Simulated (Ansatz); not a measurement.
Potential energy curve for OB (cation, charge +1), lowest triplet found (which spin is the ground state isn't settled by this scan).

Method: full CI/cc-pVDZ, frozen core in Ansatz (a first-principles code).

Task: Relative to R = 1.31 Å, what are the energies at R = 1.17, 1.24, 1.52, 1.55 Å?

Result: 29.7 mEh at 1.17 Å, 7.4 mEh at 1.24 Å, 21.1 mEh at 1.52 Å, 26.4 mEh at 1.55 Å.

The scan ran from 1.07 to 5.14 Å; beyond the distances shown full CI changes its symmetry label.
